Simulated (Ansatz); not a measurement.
Basis sets compared for InH2(NH2) (InNH4). Charge 0, multiplicity 1. Geometry B3LYP-D4/def2-TZVP. Ansatz on 4 threads of Arm Neoverse V1 on a shared host; times are rough, and most runs start from earlier orbitals.

```xyz
6

In   -0.7573   -0.4666   -0.3676
H    -0.3900   -1.9983   -1.0498
H    -2.2485    0.3723   -0.2314
N     0.8340    0.5142    0.4045
H     0.7857    1.4214    0.8402
H     1.7761    0.1570    0.4042
```

In the def2 sets In takes a core potential; there is no spin–orbit coupling.

Binding counts from free atoms (In doublet, H doublet, N quartet) in the same basis, without a counterpoise term.

```json
{"level": "PBE-D4/def2-SVP", "functions": "60", "energy (Eh)": "-247.1446", "HOMO (eV)": "-5.44", "LUMO (eV)": "-1.65", "binding per atom (eV)": "2.59", "wall time": "0.35 s"}
{"level": "PBE-D4/def2-TZVP", "functions": "105", "energy (Eh)": "-247.2271", "HOMO (eV)": "-5.62", "LUMO (eV)": "-1.79", "binding per atom (eV)": "2.63", "wall time": "0.6 s"}
{"level": "r2SCAN-D4/def2-TZVP (with forces)", "functions": "105", "energy (Eh)": "-247.3348", "HOMO (eV)": "-5.83", "LUMO (eV)": "-1.49", "binding per atom (eV)": "2.60", "wall time": "1.4 s"}
{"level": "PBE0-D4/def2-SVP", "functions": "60", "energy (Eh)": "-247.1505", "HOMO (eV)": "-6.71", "LUMO (eV)": "-0.95", "binding per atom (eV)": "2.54", "wall time": "0.5 s"}
{"level": "PBE0-D4/def2-TZVP", "functions": "105", "energy (Eh)": "-247.2305", "HOMO (eV)": "-6.88", "LUMO (eV)": "-1.09", "binding per atom (eV)": "2.58", "wall time": "0.85 s"}
```

Task: Estimate the rows for PBE-D4/def2-TZVPD, r2SCAN-D4/def2-TZVPD, PBE0-D4/def2-TZVPD.

Result: 
```
               level  functions  energy (Eh)  HOMO (eV)  LUMO (eV)  binding per atom (eV)  wall time
   PBE-D4/def2-TZVPD        129    -247.2288      -5.69      -1.86                   2.63      0.8 s
r2SCAN-D4/def2-TZVPD        129    -247.3361      -5.89      -1.54                   2.60      1.5 s
  PBE0-D4/def2-TZVPD        129    -247.2318      -6.94      -1.16                   2.58      0.9 s
```
